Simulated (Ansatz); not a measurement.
C3H10Si2 can be A, `CC=C([SiH3])[SiH3]`, or B, `C=C([SiH3])C[SiH3]`.

Isolated molecules relaxed with PBE0-D4/def2-TZVP in Ansatz; ΔE leaves out vibrations. CCSD(T)/CBS is the MP2 limit (def2-TZVPP, def2-QZVPP) plus CCSD(T) − MP2 in def2-TZVPP, frozen cores. DFT in def2-TZVPP. B3LYP here is the variant with VWN-RPA as its local correlation; programs differ in this. One conformer a species, not always the lowest.

Q: Which is lower in electronic energy at CCSD(T)/CBS, and by how much? (An estimate is asked.)

A: Ansatz gave: A, by 12.2 kJ/mol.

Q: Give E(B) − E(A) in kJ/mol with B2PLYP, PBE0-D4, B3LYP, MP2/def2-TZVPP, PBE-D4, CCSD/def2-TZVPP, B3LYP-D4. (Best estimate.)

A: The calculation gave: B2PLYP 13.3, PBE0-D4 13.9, B3LYP 13.6, MP2/def2-TZVPP 12.1, PBE-D4 13.8, CCSD/def2-TZVPP 11.8, B3LYP-D4 12.6. None reverses the order clearly.

Largest T1 diagnostic: 0.012.
